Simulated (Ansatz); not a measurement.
System: sum formula ScO2H2 (charge 0, doublet). The spin state was set by rule; other spins were not relaxed. 
Coordinates optimised at B3LYP-D3(BJ)/def2-TZVP (Ansatz, a first-principles code):
```xyz
5

Sc     0.2748    -0.1035     0.2705
O      0.9416     0.3063    -1.4193
H      0.9902     0.5606    -2.3392
O     -1.4826    -0.1027     0.8868
H     -2.4338    -0.0171     0.9182
```
Charge 0, spin multiplicity 2.

Basis-set convergence of Hartree-Fock and CCSD(T) correlation energies (hartree) with Ansatz. Correlated levels leave the core frozen unless marked. UHF or UKS for open shells. Spin-orbit coupling is left out. The frozen core is the preceding noble-gas configuration, with the filled d and f shells of earlier blocks. Non-relativistic.

```json
[
 {"basis": "def2-SVP", "functions": "69", "E(HF)": "-910.54300", "E(corr, CCSD(T))": "-0.45388"},
 {"basis": "def2-TZVPP", "functions": "154", "E(HF)": "…", "E(corr, CCSD(T))": "…"}
]
```

**Question.** What belongs in the gaps?

**Answer.** 
- def2-TZVPP, E(HF): -910.83871
- def2-TZVPP, E(corr, CCSD(T)): -0.57859
